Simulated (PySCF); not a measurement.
# Basis-set dependence of population analyses: nitrosobenzene

Species: nitrosobenzene, C6H5NO.
Structure used (PBE0-D3(BJ)/def2-SVP), in Å, numbered top down from 1:
```xyz
13
C6H5NO angstrom
O     -2.3167   -2.2473    0.1086
N     -2.2685   -1.0894   -0.2092
C     -0.9788   -0.4739   -0.0912
C     -0.9166    0.8722   -0.4545
C      0.2968    1.5492   -0.3684
C      1.4317    0.8724    0.0788
C      1.3629   -0.4785    0.4411
C      0.1565   -1.1585    0.3578
H     -1.8332    1.3572   -0.7981
H      0.3613    2.6028   -0.6488
H      2.3854    1.4015    0.1473
H      2.2609   -0.9945    0.7892
H      0.0537   -2.2112    0.6291
```

PBE0 throughout (PySCF), one geometry, spherical d and f functions. Geometry: PBE0-D3(BJ)/def2-SVP, one conformer, isolated molecule. Atoms taken as equivalent share a column and are averaged. The first 7 of 9 kinds of atom are listed.

Mulliken charges (e):

```csv
basis,functions,O1,N2,C3,C4/C8,C5/C7,C6,H9/H13
STO-3G,45,-0.084,-0.050,+0.034,-0.075,-0.082,-0.073,+0.104
pcSseg-0,82,-0.305,-0.020,-0.030,-0.113,-0.248,-0.213,+0.264
6-31G,82,-0.290,-0.024,+0.045,-0.093,-0.189,-0.144,+0.207
6-31G*,122,-0.288,-0.011,+0.158,-0.152,-0.183,-0.150,+0.201
cc-pVDZ,137,-0.177,-0.028,-0.036,+0.061,+0.008,+0.014,+0.017
def2-SVP,137,-0.208,+0.043,-0.036,+0.039,-0.029,+0.012,+0.031
pcSseg-1,161,-0.246,-0.002,-0.071,0.000,-0.078,-0.071,+0.109
aug-cc-pVDZ,229,-0.564,-0.162,+0.634,+0.625,+0.617,+0.490,-0.597
"6-311+G(2d,p)",246,-0.040,-0.235,+0.391,-0.192,-0.155,-0.066,+0.141
def2-TZVP,278,-0.252,+0.158,+0.098,-0.195,-0.084,-0.101,+0.130
cc-pVTZ,310,-0.201,+0.057,+0.046,-0.101,-0.119,-0.090,+0.123
IGLO-III,330,-0.150,-0.067,+0.154,-0.124,-0.082,-0.083,+0.125
```

IAO charges (e):

```
        basis  functions      O1      N2      C3   C4/C8   C5/C7      C6  H9/H13
       STO-3G         45  -0.088  -0.006  -0.005  -0.124  -0.135  -0.122  +0.152
     pcSseg-0         82  -0.233  +0.043  +0.028  -0.126  -0.147  -0.122  +0.174
        6-31G         82  -0.250  +0.052  +0.037  -0.131  -0.148  -0.124  +0.177
       6-31G*        122  -0.260  +0.071  +0.046  -0.128  -0.143  -0.119  +0.169
      cc-pVDZ        137  -0.253  +0.070  +0.048  -0.132  -0.146  -0.123  +0.170
     def2-SVP        137  -0.255  +0.068  +0.048  -0.128  -0.142  -0.119  +0.168
     pcSseg-1        161  -0.263  +0.072  +0.046  -0.131  -0.147  -0.123  +0.172
  aug-cc-pVDZ        229  -0.271  +0.073  +0.051  -0.133  -0.149  -0.125  +0.175
6-311+G(2d,p)        246  -0.271  +0.072  +0.051  -0.132  -0.149  -0.124  +0.175
    def2-TZVP        278  -0.269  +0.073  +0.051  -0.132  -0.149  -0.124  +0.174
      cc-pVTZ        310  -0.266  +0.073  +0.051  -0.133  -0.149  -0.125  +0.174
     IGLO-III        330  -0.271  +0.072  +0.051  -0.133  -0.150  -0.125  +0.175
```

Hirshfeld charges (e):

| basis | functions | O1 | N2 | C3 | C4/C8 | C5/C7 | C6 | H9/H13 |
| --- | --- | --- | --- | --- | --- | --- | --- | --- |
| STO-3G | 45 | -0.060 | -0.041 | +0.011 | -0.015 | -0.021 | -0.012 | +0.039 |
| pcSseg-0 | 82 | -0.124 | +0.007 | +0.003 | -0.032 | -0.035 | -0.021 | +0.053 |
| 6-31G | 82 | -0.140 | -0.001 | +0.008 | -0.029 | -0.038 | -0.023 | +0.059 |
| 6-31G* | 122 | -0.136 | +0.003 | +0.012 | -0.029 | -0.039 | -0.025 | +0.057 |
| cc-pVDZ | 137 | -0.121 | +0.018 | +0.005 | -0.035 | -0.039 | -0.025 | +0.052 |
| def2-SVP | 137 | -0.127 | +0.015 | +0.009 | -0.034 | -0.039 | -0.025 | +0.054 |
| pcSseg-1 | 161 | -0.127 | +0.015 | +0.007 | -0.035 | -0.040 | -0.026 | +0.054 |
| aug-cc-pVDZ | 229 | -0.129 | +0.012 | +0.004 | -0.036 | -0.043 | -0.029 | +0.059 |
| 6-311+G(2d,p) | 246 | -0.130 | +0.009 | +0.002 | -0.034 | -0.042 | -0.029 | +0.060 |
| def2-TZVP | 278 | -0.129 | +0.011 | +0.006 | -0.035 | -0.042 | -0.028 | +0.058 |
| cc-pVTZ | 310 | -0.126 | +0.012 | +0.007 | -0.035 | -0.041 | -0.028 | +0.056 |
| IGLO-III | 330 | -0.129 | +0.010 | +0.005 | -0.035 | -0.042 | -0.029 | +0.058 |

ESP-fitted charges (e):

```tsv
basis	functions	O1	N2	C3	C4/C8	C5/C7	C6	H9/H13
STO-3G	45	-0.032	-0.329	+0.754	-0.412	+0.099	-0.310	+0.124
pcSseg-0	82	-0.157	-0.317	+0.875	-0.485	+0.052	-0.407	+0.183
6-31G	82	-0.165	-0.302	+0.834	-0.455	+0.053	-0.384	+0.173
6-31G*	122	-0.133	-0.276	+0.724	-0.410	+0.027	-0.342	+0.166
cc-pVDZ	137	-0.130	-0.257	+0.695	-0.394	+0.028	-0.339	+0.157
def2-SVP	137	-0.137	-0.276	+0.745	-0.413	+0.041	-0.351	+0.160
pcSseg-1	161	-0.142	-0.282	+0.760	-0.428	+0.025	-0.361	+0.172
aug-cc-pVDZ	229	-0.135	-0.297	+0.763	-0.420	+0.032	-0.353	+0.167
6-311+G(2d,p)	246	-0.136	-0.301	+0.769	-0.425	+0.025	-0.358	+0.172
def2-TZVP	278	-0.135	-0.291	+0.756	-0.415	+0.029	-0.354	+0.164
cc-pVTZ	310	-0.131	-0.282	+0.731	-0.404	+0.030	-0.348	+0.160
IGLO-III	330	-0.132	-0.298	+0.755	-0.411	+0.029	-0.348	+0.164
```

Some averages cover members that differ in this geometry, most widely: C4/C8, ESP-fitted in pcSseg-0 -0.614 to -0.357; C4/C8, ESP-fitted in 6-31G -0.575 to -0.335; C4/C8, Mulliken in aug-cc-pVDZ +0.513 to +0.738; C4/C8, ESP-fitted in STO-3G -0.512 to -0.311 e.

Which scheme is steadiest as the basis changes?

Largest range over the bases for any column: Hirshfeld 0.08 e, ESP-fitted 0.18 e, IAO 0.18 e, Mulliken 0.86 e. Hirshfeld charges move least and Mulliken charges most, counted in e. Without the minimal STO-3G basis the ranges are Hirshfeld 0.02, ESP-fitted 0.18, IAO 0.04, Mulliken 0.86 e.

How much do the charges still move between the two largest bases, cc-pVTZ and IGLO-III?

At most, over all atoms: Mulliken 0.124 e, IAO 0.004 e, Hirshfeld 0.003 e, ESP-fitted 0.024 e.

What do the same runs give for the total energy, the frontier levels and the dipole moment?

| basis | energy (Eh) | HOMO (eV) | LUMO (eV) | μ (D) |
| --- | --- | --- | --- | --- |
| STO-3G | -356.5787 | -3.21 | 0.32 | 2.42 |
| pcSseg-0 | -360.2832 | -6.46 | -2.89 | 4.06 |
| 6-31G | -361.0161 | -6.27 | -2.61 | 4.07 |
| 6-31G* | -361.1189 | -6.18 | -2.44 | 3.63 |
| cc-pVDZ | -361.1539 | -6.26 | -2.55 | 3.47 |
| def2-SVP | -360.8604 | -6.32 | -2.65 | 3.61 |
| pcSseg-1 | -361.0827 | -6.53 | -2.79 | 3.73 |
| aug-cc-pVDZ | -361.1733 | -6.53 | -2.82 | 3.75 |
| 6-311+G(2d,p) | -361.2243 | -6.55 | -2.83 | 3.80 |
| def2-TZVP | -361.2557 | -6.50 | -2.77 | 3.71 |
| cc-pVTZ | -361.2445 | -6.45 | -2.71 | 3.62 |
| IGLO-III | -361.2604 | -6.54 | -2.81 | 3.73 |

The dipole is fixed by the density alone, so its range of 1.65 D shows that the density itself changes with the basis, not only its division among atoms.
